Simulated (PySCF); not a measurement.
## Do core-level shifts follow atomic charges?

C₆H₁₂NP.
Numbering: `[NH:1]=[P@:2]12[CH2:3][CH2:4][C@H:5]([CH2:6][CH2:7]1)[CH2:8]2`

Binding energies: delta-SCF UKS SCAN, pcX-2 on the ionised atom, pcseg-1 elsewhere, spin-free X2C in PySCF 2.14.0. Charges: PBE0/pcSseg-1 ground-state density, for the ionised atom.

```
atom                     environment  C 1s (eV)  Mulliken (e)  IAO (e)  Hirshfeld (e)  ESP (e)
  C8  sp3 carbon bound to phosphorus     290.13        -0.326   -0.524         -0.125   -0.450
  C3  sp3 carbon bound to phosphorus     290.41        -0.375   -0.497         -0.109   -0.153
  C4                 ring CH2 carbon     290.72        -0.126   -0.261         -0.067   -0.225
  C5   sp3 carbon at a ring junction     290.72        -0.386   -0.110         -0.028   +0.277
```

Question: How well does each charge scheme correlate with the binding energies over these sites?

Answer: Hirshfeld: r = 0.90, slope 5.8 eV per e; IAO: r = 0.89, slope 1.3 eV per e; ESP: r = 0.73, slope 0.7 eV per e; Mulliken: r = 0.35, slope 0.8 eV per e. On 4 points no scheme stands out.

Question: The point-charge model writes a binding energy as kq + V + constant, with V the potential of the other atoms' charges at the site. What does it give with the IAO charges?

Answer: V = Σ 14.40 eV Å × q/r over all other atoms: +6.91 eV at C8, +6.72 eV at C3, +2.03 eV at C4, -0.80 eV at C5. Fitting binding energy − V to q gives k = 20.3 eV per e and leaves an rms residual of 0.08 eV, against 0.11 eV for the fit on q alone. The model has no term for differences in relaxation between sites.

Isolated species at its PBE0-D3(BJ)/def2-SVP geometry, gas phase.
